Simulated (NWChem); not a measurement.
System: CH3Li; SMILES [Li][CH3]

Computed with NWChem. Geometry: optimised at PBE0-D3(BJ)/def2-TZVP.

For level LC-wPBE (HJS exchange hole, range parameter 0.4 per bohr)/def2-SVP:

```yaml
highest occupied level (eV): -7.62
orbital gap (eV): 7.78
```

**Question.** What are these values for level MPW1K/def2-SVP?

**Answer.** The highest occupied level (eV) comes out as -5.71. The orbital gap (eV) comes out as 5.03.
